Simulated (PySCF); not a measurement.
## Relaxation of singlet HfCl4

Level of theory: B3LYP in PySCF with Hf def2-SVP with ECP60, Cl def2-SVP; scalar-relativistic core potentials, no spin–orbit coupling; density-fitted integrals. A (50,194) grid was used.

A hand-made tetrahedral start, of Td symmetry, held to at least that symmetry:

```xyz
5
charge 0 multiplicity 1, angstrom
Hf    0.0000    0.0000    0.0000
Cl    2.0494   -0.0001    1.4491
Cl   -2.0494    0.0000    1.4491
Cl    0.0000    2.0494   -1.4491
Cl    0.0000   -2.0494   -1.4492
```

Optimiser trace:
| step | E − E(last) (kJ/mol) | largest gradient (Eh/bohr) |
| --- | --- | --- |
| 0 | 80.35 | 0.03545 |
| 1 | 16.01 | 0.01783 |
| 2 | 1.03 | 0.00506 |
| 3 | 0.02 | 0.00065 |
| 4 | 0.00 | 0.00002 |

It ends at Td with Hf–Cl 2.342 Å (×4); Cl–Hf–Cl 109.5° (×6). The frequency run here used a shortcut that can spoil soft modes, so no verdict on minimum or saddle point is given. Other isomers or separated fragments may lie lower.

Spin–orbit coupling, left out here, can matter for elements this heavy.

The relaxation took of the order of 100 core-seconds on a shared host.
